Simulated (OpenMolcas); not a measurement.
neutral magnesium: thermal populations, worked from levels

```
Program             : OpenMolcas
Basis               : ANO-RCC-VQZP [6s5p3d2f1g]
Scalar Hamiltonian  : DKH2, point nucleus
Active space        : 2 electrons in 9 orbitals (RAS2 3s 3p; RAS3 3d, at most 2 electrons)
State averaging     : 2S+1 = 3 even, 3 roots; 2S+1 = 1 even, 1 root; 2S+1 = 3 odd, 3 roots; 2S+1 = 1 odd, 3 roots
Spin-orbit coupling : state interaction with AMFI integrals over the reference wave functions, term energies averaged over their components
```

Methods: RASSCF; SS-RASPT2, IPEA 0.25 Eh, imaginary shift 0.1 Eh (closed shells correlated: 2s 2p). Measured levels: NIST Handbook of Basic Atomic Spectroscopic Data.

**Thermal populations.** Z = Σ (2J + 1) exp(-E/kT) with k = 0.695035 cm-1/K, over the levels below. No other level of either list lies under 41100 cm-1, which is above 7 kT at each temperature.

| Level | 2J + 1 | SS-RASPT2 | measured |
| --- | --- | --- | --- |
| 3s2 1S0 | 1 | 0.0 | 0.0 |
| 3s 3p 3P* 0 | 1 | 21565 | 21850 |
| 3s 3p 3P* 1 | 3 | 21580 | 21870 |
| 3s 3p 3P* 2 | 5 | 21612 | 21911 |
| 3s 3p 1P* 1 | 3 | 35557 | 35051 |

```csv
T (K),"Z, SS-RASPT2","Z, measured levels","Ground level (%), SS-RASPT2","Ground level (%), measured levels"
8000,1.190,1.181,84.0,84.7
```

At 8000 K, kT = 5560 cm-1, and the computed levels give Z = 1.000 + 0.021 + 0.062 + 0.103 + 0.005 = 1.190.

Active for correlation alone: 3d; no level in the range computed is led by a configuration that fills it, so any true level of that kind is missing. Without dynamic correlation excited terms often stand tens of per cent too high (terms of higher spin than the ground term too low), and those without a measured partner can miss by more than the paired ones (holds for RASSCF). Computed and measured levels are paired by configuration, term and J; levels that our copy of the source lacks, or whose pairing is in doubt (as where it misses far off the trend of its configuration), stay unpaired and out of the deviations. Only configurations of the active space appear.

* marks odd parity.
